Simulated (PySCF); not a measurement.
Computed with PBE0 in PySCF with Zr def2-TZVP with ECP28, N def2-TZVP, Cl def2-TZVP; scalar-relativistic core potentials, no spin–orbit coupling; density-fitted integrals. Open shells, if any, are unrestricted.

What shape and geometry does isolated singlet ClZrN take (every ligand bound to Zr)?

Formally Zr is in oxidation state +4, d0. The polar-tensor charge on Zr, 1.58, is far below the formal one. The lowest minimum found is a singlet of Cs symmetry with Zr–Cl 2.410 Å, Zr–N 1.689 Å; Cl–Zr–N 112.1°. Its harmonic wavenumbers are 184 (a'), 368 (a'), 1059 (a') cm⁻¹ and its dipole moment is 7.11 D.

Stability towards spin polarisation was not tested. Only a few start shapes were tried, so a lower isomer may exist.
